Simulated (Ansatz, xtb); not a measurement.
## Cl2GaH6NSi2: which of two structures lies lower

Structure a: `[SiH3][N]([SiH2]Cl)[GaH][Cl]`, a singlet. Structure b: a singlet given by its coordinates. Both are isolated molecules in the gas phase, relaxed with PBE0-D4/def2-SVP; the shapes shown needn't be the lowest conformers.

a (Å):

```json
{"atom": "Cl", "x (Å)": "0.6891", "y (Å)": "0.3877", "z (Å)": "-2.2092"}
{"atom": "Cl", "x (Å)": "4.8033", "y (Å)": "2.1989", "z (Å)": "0.9846"}
{"atom": "Ga", "x (Å)": "3.0303", "y (Å)": "1.3753", "z (Å)": "1.8958"}
{"atom": "N", "x (Å)": "1.8336", "y (Å)": "0.8588", "z (Å)": "0.6005"}
{"atom": "Si", "x (Å)": "0.2943", "y (Å)": "0.1548", "z (Å)": "1.0949"}
{"atom": "Si", "x (Å)": "2.2813", "y (Å)": "1.0938", "z (Å)": "-1.0717"}
{"atom": "H", "x (Å)": "-0.8698", "y (Å)": "0.9744", "z (Å)": "0.6506"}
{"atom": "H", "x (Å)": "0.1318", "y (Å)": "-1.2461", "z (Å)": "0.6099"}
{"atom": "H", "x (Å)": "0.3216", "y (Å)": "0.1397", "z (Å)": "2.5915"}
{"atom": "H", "x (Å)": "2.4613", "y (Å)": "2.5283", "z (Å)": "-1.4151"}
{"atom": "H", "x (Å)": "3.4783", "y (Å)": "0.3012", "z (Å)": "-1.4555"}
{"atom": "H", "x (Å)": "2.8725", "y (Å)": "1.2722", "z (Å)": "3.4282"}
```

b (Å):

```xyz
12

Cl    2.3947   -1.5150   -0.2036
Cl    3.2826    1.8102    1.4502
Ga    1.8716    0.2090    1.7648
N     0.3226    0.3721    0.6789
Si   -0.9198    1.5474    1.0258
Si    0.5067   -0.6330   -0.6858
H    -0.8489    2.7436    0.1312
H    -0.7376    1.9930    2.4412
H    -2.2795    0.9412    0.8722
H     0.6896    0.0345   -2.0035
H    -0.4511   -1.7649   -0.8150
H     1.9498   -0.6664    3.0412
```

Close contacts (Å): Cl1–Ga3 2.67, Cl1–Si6 2.14, Cl2–Ga3 2.16, Ga3–N4 1.90, Ga3–Si6 2.93, N4–Si5 1.75, N4–Si6 1.70, Ga3–H12 1.55, Si5–H7 1.50, Si5–H8 1.50, Si5–H9 1.50, Si6–H10 1.49, Si6–H11 1.49.

Problem. Estimate E(b) − E(a) at the level CCSD(T)/def2-SVP + ΔMP2/def2-TZVPP.

Solution. CCSD(T)/def2-SVP + ΔMP2/def2-TZVPP gives E(b) − E(a) = +0.044 eV, favouring structure a, but this leans on the basis-set step: CCSD(T) alone gives +0.035 eV.

The same difference at several levels:

```csv
level,geometry,E(b) − E(a) (eV),departure from the last row (eV),"job, with rough time for the two"
GFN2-xTB,GFN2-xTB,−0.942,−0.986,"optimisation, 1.1 s"
HF/STO-3G,GFN2-xTB,+0.205,+0.160,"single point, 1.3 s"
r2SCAN-D4/def2-SVP,GFN2-xTB,+0.169,+0.125,"single point, 9.6 s"
PBE0-D4/def2-SVP,PBE0-D4/def2-SVP,+0.014,−0.030,"optimisation, 3.2 min"
HF/def2-SVP,PBE0-D4/def2-SVP,+0.012,−0.032,part of the CCSD(T) run
MP2/def2-SVP,PBE0-D4/def2-SVP,+0.036,−0.008,part of the CCSD(T) run
CCSD(T)/def2-SVP,PBE0-D4/def2-SVP,+0.035,−0.009,single point
CCSD(T)/def2-SVP + ΔMP2/def2-TZVPP,PBE0-D4/def2-SVP,+0.044,,"single point, 2.3 min"
```

GFN2-xTB puts the two in the other order. PBE0-D4/def2-SVP, HF/def2-SVP find them nearly level. The largest departure from CCSD(T)/def2-SVP + ΔMP2/def2-TZVPP is that of GFN2-xTB, 0.986 eV. The last row adds to CCSD(T) the change of the MP2 difference between the two basis sets, here +0.009 eV.

With thermal terms from frequencies at re-optimised GFN2-xTB minima (ideal gas, soft modes damped towards free rotors, one conformer each, 298.15 K, 1 atm): on the last row, ΔE + ΔZPE = +0.062, ΔH = +0.060, ΔG = +0.077 eV.

The correlated steps freeze 30 core orbitals; the filled d shell of Ga is correlated, in a basis made for valence electrons. Programs: Ansatz 0.2.0, xtb 6.7.1; the last row on 2 threads of Arm Neoverse V1 on a shared host.
